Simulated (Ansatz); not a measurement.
Start from `C[S][Mg][Br]` and change one element to get `C[S][Zn][Br]`.

Ansatz, PBE0-D4/def2-TZVP geometries, multiplicity 1. Each molecule was computed in one conformer, which needn't be the lowest.

Scalar relativity is left out up to krypton. Spin–orbit coupling is left out; it splits and shifts lone-pair levels of the heavy atoms by tenths of an eV.

```tsv
property	`C[S][Mg][Br]`
LUMO energy (PBE/def2-TZVPP) / eV	-2.23
size of the dipole moment (B3LYP/def2-TZVPP) / D	1.64
LUMO energy (PBE0/def2-TZVPP) / eV	-1.53
LUMO energy (B3LYP/def2-TZVPP) / eV	-1.79
size of the dipole moment (ωB97M-V/def2-TZVPP) / D	1.59
ideal-gas entropy at 298 K and 1 bar (rigid rotor, harmonic PBE0-D4/def2-TZVP) / J/(mol·K)	362
```

Task: What does the change do to each property? (Best estimate.)

Result: The calculation gave: 
```tsv
property	`C[S][Zn][Br]`	shift
LUMO energy (PBE/def2-TZVPP) / eV	-2.08	0.15
size of the dipole moment (B3LYP/def2-TZVPP) / D	1.98	0.34
LUMO energy (PBE0/def2-TZVPP) / eV	-1.23	0.30
LUMO energy (B3LYP/def2-TZVPP) / eV	-1.53	0.26
size of the dipole moment (ωB97M-V/def2-TZVPP) / D	1.92	0.33
ideal-gas entropy at 298 K and 1 bar (rigid rotor, harmonic PBE0-D4/def2-TZVP) / J/(mol·K)	361	-1
```

With PBE0 the HOMO falls by 0.26 eV and the LUMO rises by 0.30 eV, so the gap widens by about 0.56 eV. PBE moves the HOMO by -0.24 eV and ωB97M-V by -0.25 eV. Dipoles are sizes alone; their direction can turn. Modes under 60 cm⁻¹, often nearly free rotors, make the harmonic entropy too high.

Positive LUMOs are unbound, so they and the gaps depend on the basis.

B3LYP here is the variant with VWN-RPA as its local correlation; programs differ in this.
